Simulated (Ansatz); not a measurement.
Reaction (formal exchange of groups at a Ge–B bond): `O[BH][GeH2][CH2]O` + `OCO` → `O[CH2][GeH3]` + `OBOCO`

Isolated molecules relaxed with PBE0-D4/def2-TZVP in Ansatz; ΔE leaves out vibrations. CBS: MP2 limit from def2 TZ/QZ plus the TZ coupled-cluster correction, frozen cores. This one scheme is used for every species. Functionals use def2-TZVPP. For Ge outer-core shells are correlated without core-valence functions, which leaves a few kJ/mol of doubt a bond. Scalar relativity is left out up to krypton. One conformer a species, not always the lowest.

```tsv
level	ΔE (kcal/mol)
PBE-D4	-31.5
HF/def2-QZVPP	-40.0
```

(1) What does CCSD(T)/CBS give? (Best estimate.)

Largest T1 diagnostic among the species: 0.013.

Results:

(1) Computed: -33.6 kcal/mol. The listed levels differ from it by 2.1, -6.4 kcal/mol.

From PBE to PBE0 (25 % exact exchange), in def2-TZVPP and without D4, ΔE moves by −1.6 kcal/mol. In def2-TZVPP, CCSD(T) changes the Hartree–Fock value by +5.3 kcal/mol (the triples alone add +0.5 kcal/mol) and MP2 by +4.6 kcal/mol.
